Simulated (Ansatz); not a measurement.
Consider the hydrogenolysis of the Si–Si bond: `O[SiH2]N[SiH2][SiH3]` + H₂ → `O[SiH2]N[SiH3]` + SiH₄.

Isolated molecules relaxed with PBE0-D4/def2-TZVP in Ansatz; ΔE leaves out vibrations. CBS: MP2 limit from def2 TZ/QZ plus the TZ coupled-cluster correction, frozen cores. This one scheme is used for every species. DFT in def2-TZVPP. B3LYP here is the variant with VWN-RPA as its local correlation; programs differ in this. Each species was taken in one conformer, which may not be the lowest.

Q: Is it downhill or uphill in electronic energy at CCSD(T)/CBS, and by how much? (Best estimate.)

A: Computed: Downhill: ΔE = -21.0 kJ/mol.

Q: What do these levels give: PBE-D4, r2SCAN-D4, PBE0-D4, B2PLYP, B3LYP, MP2/def2-TZVPP, CCSD/def2-TZVPP, CCSD(T)/def2-TZVPP, HF/def2-QZVPP, SCS-MP2/def2-QZVPP, MP2/CBS(def2), CCSD/CBS(def2)? (Estimate.)

A: The calculation gave: PBE-D4 -5.0, r2SCAN-D4 -14.7, PBE0-D4 -11.2, B2PLYP -31.9, B3LYP -35.3, MP2/def2-TZVPP -24.9, CCSD/def2-TZVPP -30.6, CCSD(T)/def2-TZVPP -24.7, HF/def2-QZVPP -59.2, SCS-MP2/def2-QZVPP -31.1, MP2/CBS(def2) -21.2, CCSD/CBS(def2) -26.9 kJ/mol.

Largest T1 diagnostic among the species: 0.012.

The D4 term adds +14.3 kJ/mol with B3LYP and +8.1 kJ/mol with PBE0; it sums over pairs of atoms, weighted by their polarisabilities, and B3LYP, whose exchange is more repulsive, gets the larger term. From PBE to PBE0 (25 % exact exchange), in def2-TZVPP and without D4, ΔE moves by −5.4 kJ/mol. In def2-TZVPP, CCSD(T) changes the Hartree–Fock value by +34.0 kJ/mol (the triples alone add +5.9 kJ/mol) and MP2 by +33.8 kJ/mol.
